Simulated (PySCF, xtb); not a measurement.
YF2, SMILES [Y]([F])[F] (connectivity only; charge and spin as stated), neutral, multiplicity 2.

Harmonic wavenumbers (cm⁻¹) from GFN2-xTB in xtb at its own minimum, in rising order: 118, 230, 261.

**Question.** What does PBE0-D3(BJ)/def2-TZVP (PySCF) give at its own minimum? (An estimate is asked for; the answer gives what the named calculation found.)

**Answer.** 129, 602, 608. Paired by order, the mean absolute difference is 243 cm⁻¹ and the zero-point energies are 0.9 and 1.9 kcal/mol.
